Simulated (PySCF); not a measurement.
Excited states of Tc⁷⁺ (technetium, charge +7)

Ground state [Kr], ¹S. Calculation: PySCF 2.14, in aug-cc-pVDZ-PP with one added diffuse shell each of s, p, d, f type with ECP28MDF (6s6p5d3f, 70 functions); scalar relativity through the core potential. Vertical excitation energies in eV without spin-orbit coupling; excited terms of each kind are numbered among those the solver found. Frozen: nothing.

| term | leading excitation | EOM-EE-CCSD |
| --- | --- | --- |
| 1 3P° | 4p → d | 42.680 |
| 1 3F° | 4p → d | 44.385 |
| 1 1D° | 4p → d | 46.808 |
| 1 3D° | 4p → d | 46.984 |
| 1 1F° | 4p → d | 47.360 |
| 1 1P° | 4p → d | 59.113 |
| 1 3D | 4s → d | 75.103 |
| 1 1D | 4s → d | 77.275 |
| 1 3S | 4p → p | 79.919 |
| 2 3D | 4p → p | 81.407 |
| 2 1D | 4p → p | 81.933 |

The spin-orbit splitting of the hole, absent here, rivals or exceeds the spacing of these terms, so the LS terms are model states.

The solver can miss terms.
